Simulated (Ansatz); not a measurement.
`[CH3][W]([CH3])(=[S])=[S]` and `C[N](C)[W]([CH3])(=[S])=[S]` differ in one atom or group.

Ansatz, PBE0-D4/def2-TZVP geometries, multiplicity 1. Each molecule was computed in one conformer, which needn't be the lowest.

Elements past krypton have def2 core potentials.

```json
{"property": "ideal-gas entropy at 298 K and 1 bar (rigid rotor, harmonic PBE0-D4/def2-TZVP) / J/(mol·K)", "`[CH3][W]([CH3])(=[S])=[S]`": "386"}
{"property": "LUMO energy (PBE/def2-TZVPP) / eV", "`[CH3][W]([CH3])(=[S])=[S]`": "-3.63"}
{"property": "size of the dipole moment (ωB97M-V/def2-TZVPP) / D", "`[CH3][W]([CH3])(=[S])=[S]`": "3.04"}
{"property": "HOMO energy (ωB97M-V/def2-TZVPP) / eV", "`[CH3][W]([CH3])(=[S])=[S]`": "-9.15"}
{"property": "HOMO–LUMO gap (PBE/def2-TZVPP) / eV", "`[CH3][W]([CH3])(=[S])=[S]`": "2.46"}
{"property": "HOMO energy (PBE0/def2-TZVPP) / eV", "`[CH3][W]([CH3])(=[S])=[S]`": "-7.17"}
```

(1) What does the change do to each property? (Best estimate.)

Answers

(1) Computed: 
| property | `C[N](C)[W]([CH3])(=[S])=[S]` | shift |
| --- | --- | --- |
| ideal-gas entropy at 298 K and 1 bar (rigid rotor, harmonic PBE0-D4/def2-TZVP) / J/(mol·K) | 441 | 55 |
| LUMO energy (PBE/def2-TZVPP) / eV | -2.96 | 0.67 |
| size of the dipole moment (ωB97M-V/def2-TZVPP) / D | 4.78 | 1.74 |
| HOMO energy (ωB97M-V/def2-TZVPP) / eV | -8.95 | 0.20 |
| HOMO–LUMO gap (PBE/def2-TZVPP) / eV | 2.86 | 0.40 |
| HOMO energy (PBE0/def2-TZVPP) / eV | -6.93 | 0.24 |

With PBE0 the HOMO rises by 0.24 eV and the LUMO rises by 0.64 eV, so the gap widens by about 0.40 eV. PBE moves the HOMO by 0.28 eV and ωB97M-V by 0.20 eV. The zero-point energy changes by 126.2 kJ/mol with +15 modes. Dipoles are sizes alone; their direction can turn. Modes under 60 cm⁻¹, often nearly free rotors, make the harmonic entropy too high.
